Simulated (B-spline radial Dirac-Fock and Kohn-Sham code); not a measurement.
## Form factor and incoherent scattering function of Hg⁹⁺

System: the Hg⁹⁺ ion, configuration [Xe] 4f14 5d3.

The computed values come from a radial B-spline solver: relativistic Hartree-Fock (Dirac-Fock) wave functions, averaged over the configuration. f₀ is the Fourier transform of the spherical electron density, S the Waller-Hartree incoherent function, and s = sin θ/λ. The electron scattering factor follows from the Mott-Bethe formula f_e = 0.023934 Å⁻¹·(Z − f₀)/s².

```csv
s (Å⁻¹),f₀,S,f_e (Å)
0,71.000,0.000,–
0.05,70.611,0.358,89.887
0.1,69.475,1.374,25.191
0.15,67.680,2.896,13.106
0.2,65.355,4.732,8.763
0.25,62.652,6.712,6.643
0.3,59.725,8.718,5.392
0.35,56.708,10.690,4.551
0.4,53.714,12.608,3.932
0.45,50.821,14.470,3.449
0.5,48.078,16.275,3.056
0.6,43.120,19.688,2.452
0.7,38.846,22.773,2.010
0.8,35.142,25.504,1.678
0.9,31.894,27.932,1.421
1,29.021,30.141,1.220
1.1,26.482,32.193,1.059
1.2,24.257,34.126,0.927
1.4,20.684,37.698,0.724
1.6,18.123,40.942,0.579
1.8,16.304,43.888,0.471
2,14.949,46.519,0.389
2.5,12.347,51.671,0.259
3,10.034,55.206,0.186
3.5,8.069,57.779,0.141
4,6.637,59.784,0.110
5,5.090,62.735,0.072
6,4.313,64.769,0.050
```

f₀ starts at the number of electrons, 71, and has fallen to half at s ≈ 0.79 Å⁻¹. The sum of ⟨r²⟩ over the electrons is 21.26 bohr². For an ion f_e diverges as s goes to zero, because of the net charge.
